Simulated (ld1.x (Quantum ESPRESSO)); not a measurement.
LDA (PZ) PAW dataset for selenium (Se), scalar-relativistic all-electron reference.

- Element: selenium (Se)
- Generator: ld1.x (Quantum ESPRESSO) 7.5
- Type: PAW
- Functional: LDA (PZ)
- Relativity: scalar-relativistic
- Frozen core: [Ar] 3d10
- Valence charge: 6
- Reference configuration: 4s2 4p3 (charge +1)
- Partial waves: 4s (bound): rcut 1.30, rcutus 1.50 bohr; 4s channel at 0.05 Ry: rcut 1.30, rcutus 1.50 bohr; 4p (bound): rcut 1.45, rcutus 1.80 bohr; 4p channel at 2.6 Ry: rcut 1.45, rcutus 1.80 bohr
- Local potential: all-electron potential smoothed inside 1.40 bohr (lloc = -1)
- Core correction: Bessel-smoothed model core inside 0.80 bohr
- Augmentation charge: PSQ, inside the norm-conserving radii

Poles of the logarithmic derivatives, all-electron (AE) and pseudo (PS). s: poles at 0.4 (AE) and 0.4 (PS) Ry. p: poles at 2.0 (AE) and 2.0 (PS) Ry. Test radius 1.95 bohr.

- Cutoffs needed: 18 Ry and 35 Ry (the cutoffs (Ry, on a coarse ladder) from which the occupation-weighted sum of valence levels, in a spherical-Bessel basis at the reference potential, stays within 10 and 1 mRy of its value at 400 Ry)
- Ghost test: ghost state, extra bound levels that the all-electron valence spectrum of the same l lacks: d at -5.6 eV; a true bound ghost makes a file unfit for plane-wave use (spherical-Bessel basis up to 400 Ry, 20 bohr box)
- Largest excitation error: -238 meV (all-electron minus pseudo) for 4s2 4p0, out of 7 test configurations
- Lowest eigenvalue of the overlap operator: 0.43 (s channel)
- Density cutoff estimated by the generator: 131 Ry
